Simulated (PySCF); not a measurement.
## Optical rotation: SMILES CC[C@H]1[Se]C[C@H]1F, C5H9FSe

Cartesian coordinates in Å; atom numbers follow the order of the lines, from 1:
```xyz
16

C    -2.260   -0.046   -0.452
C    -0.920    0.618   -0.174
C     0.008   -0.312    0.581
Se    0.687   -1.828   -0.545
C     2.127   -0.478   -0.404
C     1.439    0.203    0.770
F     1.543    1.575    0.738
H    -2.898    0.610   -1.037
H    -2.771   -0.289    0.478
H    -2.106   -0.970   -1.010
H    -0.453    0.919   -1.115
H    -1.062    1.520    0.428
H    -0.459   -0.669    1.500
H     2.140    0.150   -1.294
H     3.116   -0.883   -0.208
H     1.860   -0.110    1.732
```

Computed with PySCF, TDDFT B3LYP/def2-SVPD circular dichroism and optical rotation, one conformer, gas phase. Geometry: GFN2-xTB.

The molecule is flexible and this is one conformer; a measurement averages over conformers. The calculation is non-relativistic, which matters for the atoms heavier than Zn. States above about 6.2 eV (minus the energy of the highest occupied orbital) lie near or above the ionisation threshold and depend on the basis.

Stereocentres: C3 R, C6 R.

Question: What is the specific rotation at 633, 589.3, 546, 436, 405, 365, 355 nm?

Answer: [α] in deg dm⁻¹ (g/mL)⁻¹:
| λ (nm) | origin-invariant length gauge | modified velocity gauge | length gauge (centre of mass) | isotropic polarisability (au) |
| --- | --- | --- | --- | --- |
| 633 | +259.5 | +258.5 | +259.9 | 89.4 |
| 589.3 | +308.1 | +307.3 | +308.6 | 89.8 |
| 546 | +372.4 | +372.1 | +373.0 | 90.3 |
| 436 | +694.9 | +701.1 | +696.2 | 92.4 |
| 405 | +887.2 | +900.5 | +889.0 | 93.4 |
| 365 | +1366.9 | +1407.1 | +1369.5 | 95.1 |
| 355 | +1591.7 | +1648.5 | +1594.5 | 95.7 |

The shortest wavelength is close to the first absorption, where this undamped response comes out too large.

Question: And for the mirror image at 589.3 nm?

Answer: -308.1 deg dm⁻¹ (g/mL)⁻¹ (origin-invariant length gauge): the same size and the opposite sign.

Question: What is the molar rotation [Φ] = [α]·M/100 of the geometry above at 589.3 nm?

Answer: With M = 167.10 g/mol, +514.9 deg cm² dmol⁻¹ (origin-invariant length gauge).

The first excitation lies at 3.97 eV (313 nm) with R = +4.8 × 10⁻⁴⁰ esu² cm² (velocity form).
